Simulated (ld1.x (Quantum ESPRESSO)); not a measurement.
**u(r) = r·R(r): atom against pseudo-atom (H)**

Columns: radius, all-electron u(r) and pseudo u(r) of the 1s shell (level -6.49 eV) of hydrogen in the configuration 1s1; PBE, scalar-relativistic, ultrasoft scheme, ld1.x (Quantum ESPRESSO) 7.5.

```
r (bohr)  all-electron  pseudo
   0.035        0.0649  0.0552
   0.070        0.1252  0.1097
   0.105        0.1813  0.1631
   0.140        0.2332  0.2147
   0.175        0.2813  0.2642
   0.210        0.3257  0.3110
   0.245        0.3666  0.3548
   0.280        0.4043  0.3955
   0.315        0.4389  0.4330
   0.350        0.4706  0.4671
   0.385        0.4996  0.4979
   0.420        0.5261  0.5256
   0.455        0.5501  0.5504
   0.490        0.5718  0.5725
   0.525        0.5914  0.5921
   0.560        0.6090  0.6096
   0.595        0.6248  0.6251
   0.630        0.6387  0.6389
   0.665        0.6510  0.6511
   0.700        0.6618  0.6618
   0.735        0.6711  0.6711
   0.770        0.6791  0.6791
   0.805        0.6858  0.6858
   0.840        0.6913  0.6913
   0.875        0.6957  0.6957
   0.910        0.6991  0.6991
```

(1) How many radial nodes do the two functions have?

(2) At about which radius was the pseudo-wave matched?

(3) Is the pseudo-wave norm-conserving?

Answers

(1) The all-electron 1s function has n − l − 1 = 0; the pseudo-wave has 0.

(2) 0.70 bohr. The columns agree to 0.0005 from 0.59 bohr on; several derivatives are matched, so the curves merge somewhat inside the radius.

(3) No, it belongs to an ultrasoft set: the norm inside the radius is not constrained, and the difference is carried by the augmentation charge.
